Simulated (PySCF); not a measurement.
HBF (SMILES [BH]F), doublet, at a GFN2-xTB geometry. Base run: PySCF with WB97X/def2-TZVP.

The PySCF input:
```python
from pyscf import gto, scf, dft

mol = gto.Mole()
mol.atom = '''
    B    -0.621149    0.422611    0.010609
    F     0.523029   -0.210101   -0.001078
    H    -1.601514   -0.222146   -0.043347
'''
mol.basis = 'def2-tzvp'
mol.charge = 0
mol.spin = 1
mol.verbose = 4
mol.build()

mf = dft.UKS(mol)
mf.xc = 'wb97x'
mf.kernel()
mf.analyze()
```

The base run was repeated with changes; each row names its change, and settings that it needs were set with it.

| change | ΔE vs base (µEh) | grid points | electrons on the grid |
|---|---|---|---|
| base | 0.0 | 38120 | 15.00000 |
| grids.atom_grid = (150, 974) | -1.9 | 241224 | 15.00000 |
| grids.level = 5 | -2.3 | 110576 | 15.00000 |
| grids.level = 0 | 843 | 2792 | 15.00015 |
| grids.radi_method = delley | 0.1 | 40136 | 15.00000 |
| grids.atom_grid = (75, 302) | -0.2 | 43152 | 15.00000 |
| grids.radi_method = mura_knowles | 1.8 | 35992 | 15.00000 |
| grids.prune = off | 1.6 | 60400 | 15.00000 |
| small_rho_cutoff = 0 | 0.0 | 38120 | 15.00000 |
| grids.atom_grid = (30, 110) | 91.8 | 7384 | 15.00032 |
| grids.prune = dft.gen_grid.treutler_prune | 8.2 | 33080 | 15.00000 |

Open shells are given as the SCF converged; they aren't shown to be the lowest states, and a large step between rows can be another state.
